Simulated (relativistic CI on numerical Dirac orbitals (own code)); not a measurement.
Computed by Dirac-Coulomb-Breit CI, separate exchange-only KLI orbitals for each configuration, model QED, unscaled Slater integrals (own radial code, finite nucleus).

The strongest absorption lines from the ground level of an ion, among the configurations computed and to levels below about 280 eV (vacuum wavelength in nm, gf): 5.5493 (6.7e-07), 7.8713 (0.15), 7.9980 (0.035), 9.7618 (5.1e-05), 10.310 (1.2e-06), 10.573 (0.00014), 31.348 (1.5), 45.553 (0.026).

(1) Which ion is it?
A. Tc¹³⁺
B. Y⁹⁺
C. Rh¹⁵⁺
D. Nb¹¹⁺

Answers

(1) A. Tc¹³⁺ has 30 electrons and the ground level 4s² ¹S0; the strongest line goes to 4s4p ¹P°1. The pattern of lines fixes the number of electrons, and along that sequence the line energies rise steadily with the charge (about as its square where n changes within one kind of shell, about linearly where n is kept but much faster in heavy ions where fine structure, which grows about as Z⁴, sets the gap, and irregularly where shells cross), which fixes Z. Configurations outside the model, such as inner-shell arrays, can give stronger lines. At this charge energies of transitions that change n are usually good to better than 1 %, and those within a shell (Δn = 0) to a few per cent.

LS names give the leading component of a level, which can be under half, so a name can repeat, a term be missing and a line seem to break the LS rules.
